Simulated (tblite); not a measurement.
Species: C5H8ClF3Si.
Structure used (GFN2-xTB), in Å, numbered top down from 1:
```xyz
18
C5H8ClF3Si angstrom
C      0.2085   -1.3036   -0.8732
C      0.2177   -0.2657    0.2037
C      1.1846    0.6377    0.3511
C      2.3866    0.7635   -0.5113
F      2.9376    1.9983   -0.3818
Cl     3.6549   -0.4378   -0.0309
C     -0.9768   -0.2548    1.1082
Si    -2.4894    0.5677    0.3102
F     -3.7224    0.4559    1.3211
F     -2.9942   -0.3121   -0.9270
H     -0.4815   -1.0107   -1.6641
H     -0.1391   -2.2540   -0.4743
H      1.1949   -1.4523   -1.3002
H      1.1551    1.3511    1.1617
H      2.2000    0.6037   -1.5783
H     -1.2412   -1.2809    1.3765
H     -0.7355    0.2683    2.0338
H     -2.3685    1.9321   -0.1369
```

All values are computed: GFN2-xTB (tblite) harmonic vibrations without scaling, gas phase. Errors from tens to a few hundred cm⁻¹ against measured bands are possible. Modes of hydrogen on silicon can be 10 to 20 % off. One conformer, not necessarily the lowest. The optimisation stopped once no atom felt more than 0.01 eV/Å.

Lowest wavenumbers of the output (negative numbers stand for imaginary wavenumbers):
```
mode    cm-1
  1     -74.3
  2      17.7
  3      33.2
  4      47.1
  5      86.9
  6     115.6
  7     170.7
  8     175.9
  9     220.5
 10     251.9
 11     309.2
 12     365.6
 13     379.1
 14     456.4
 15     479.8
```

Q: Is this structure a minimum?

A: No. 1 mode is imaginary beyond 20i (74i cm⁻¹), so at this level the point lies at or near a first-order saddle.

Q: Which atoms move in the imaginary mode?

A: 74i: H11 (methyl hydrogen) 35 %, H12 (methyl hydrogen) 32 %, H13 (methyl hydrogen) 18 %. These are shares of the mass-weighted motion.

Q: What is the remedy?

A: Step along that mode in both directions, optimise again with tighter thresholds and repeat the frequencies. The zero-point energy of this point (75.9 kcal/mol) counts the 47 real modes alone, and thermal corrections from it aren't those of a minimum.
